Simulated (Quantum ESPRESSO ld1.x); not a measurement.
Problem. Coherent X-ray form factor from a spherical all-electron density. Calculated with ld1.x of Quantum ESPRESSO 7.5: scalar-relativistic Kohn-Sham, LDA (Slater exchange, VWN5 correlation), spin-polarised, spherical densities, point nucleus.

| sin(theta)/lambda (1/angstrom) | f0 (electrons) |
|---|---|
| 0.05 | 53.907 |
| 0.1 | 53.628 |
| 0.15 | 53.168 |
| 0.2 | 52.534 |
| 0.25 | 51.736 |
| 0.3 | 50.786 |
| 0.4 | 48.487 |
| 0.5 | 45.766 |
| 0.6 | 42.765 |
| 0.8 | 36.476 |
| 1 | 30.567 |
| 1.25 | 24.556 |
| 1.5 | 20.300 |
| 2 | 15.574 |

The species is in the configuration that NIST lists as its ground one. Which atom or ion scatters so?

Solution. The bismuth ion Bi29+, [Kr] 4d10 4f8. Extrapolating in s^2 from the first two rows gives f0(0) = 54.0, near the electron count 54; among species with that count, the fall with angle is slower the higher Z, and the table is that of Z = 83; from so few rows the species is fixed only to a neighbour or two.
